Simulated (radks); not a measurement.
Problem. All-electron atom: As+ in [Ar] 3d10 4s1 4p3 (not the ground configuration). Method: Dirac Kohn-Sham, PBE, spin-unpolarised, spherical densities, finite nucleus; open shells are shared between the two j in proportion to 2j + 1; Fermi nuclear charge, rms radius 4.0968 fm; computed with a radial shooting solver on a logarithmic mesh with Libxc functionals. Some entries of the table are withheld. Estimate them.

orbital,occ.,eigenvalue (eV),r(max) (bohr),<1/r> (bohr^-1)
1s1/2,2,-11727.28,0.02973,33.47
2s1/2,2,-1497.578,0.1701,7.416
2p1/2,2,-1339.191,0.1342,(1)
2p3/2,4,-1302.627,0.1373,(2)
3s1/2,2,-201.7193,0.5218,2.395
3p1/2,2,(3),0.5154,2.271
3p3/2,4,(4),0.5239,2.219
3d3/2,4,(5),0.4753,1.920
3d5/2,6,(6),0.4781,1.906
4s1/2,1,-24.2556,1.586,0.7094
4p1/2,1,(7),1.863,0.5787
4p3/2,2,(8),1.894,0.5684

Solution. 
(1) 2p1/2 <1/r> (bohr^-1): 7.380
(2) 2p3/2 <1/r> (bohr^-1): 7.165
(3) 3p1/2 eigenvalue (eV): -148.5009
(4) 3p3/2 eigenvalue (eV): -143.4767
(5) 3d3/2 eigenvalue (eV): -52.4832
(6) 3d5/2 eigenvalue (eV): -51.7523
(7) 4p1/2 eigenvalue (eV): -14.2973
(8) 4p3/2 eigenvalue (eV): -13.9480
